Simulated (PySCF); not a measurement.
C₄H₉B (SMILES C=CCBC), singlet, at a GFN2-xTB geometry. Base run: PySCF with PBE0/6-31G, polarisability.

The PySCF input:
```python
from pyscf import gto, scf, dft
from pyscf.prop import polarizability

mol = gto.M(
    atom='''
B    -0.345348    0.924905    0.795651
C     0.428385   -0.348160    0.270075
C    -0.419159   -1.363066   -0.425648
C    -0.274801   -1.720019   -1.688518
H     0.852360   -0.816359    1.168153
H     1.278846   -0.083668   -0.362327
H    -1.209825   -1.797458    0.172885
H     0.500557   -1.301900   -2.310504
H    -0.920675   -2.442598   -2.157998
H    -1.496961    0.868066    1.010392
C     0.422252    2.271379    1.047400
H     0.144338    2.735884    1.992055
H     0.132061    2.984791    0.274550
H     1.505981    2.187918    1.014686
''',
    basis='6-31g',
    charge=0,
    spin=0,
    verbose=3,
)

mf = dft.RKS(mol)
mf.xc = 'pbe0'
mf.kernel()
alpha = mf.Polarizability().polarizability()[2, 2]
print('alpha_zz =', alpha)
```

Variants of this job, named by their change:

```csv
change,alpha_zz (bohr³),basis functions,core-seconds (rough)
base,57.83,63,20
finite field (a.u.) = 2e-4; conv_tol = 1e-11,57.83,63,20
functional = camb3lyp,57.36,63,50
finite field (a.u.) = 0.05; conv_tol = 1e-11,58.22,63,30
functional = hf,…,63,2
finite field (a.u.) = 0.005; conv_tol = 1e-11,57.83,63,20
finite field (a.u.) = 0.001; conv_tol = 1e-11,57.83,63,20
finite field (a.u.) = 0.02; conv_tol = 1e-11,57.88,63,20
finite field (a.u.) = 2e-4; conv_tol = 1e-6,58.01,63,10
basis = cc-pVDZ,61.48,115,40
basis = def2-SVP,60.82,115,30
basis = 6-31G*,58.36,88,30
```

Question: Some entries are withheld; supply them.

Answer: 
- functional = hf, alpha_zz (bohr³): 58.47

Finite-field rows take the second difference of the energy in a field along z; a small field with loose convergence shows SCF noise divided by the square of the field, and a large one adds hyperpolarisability.
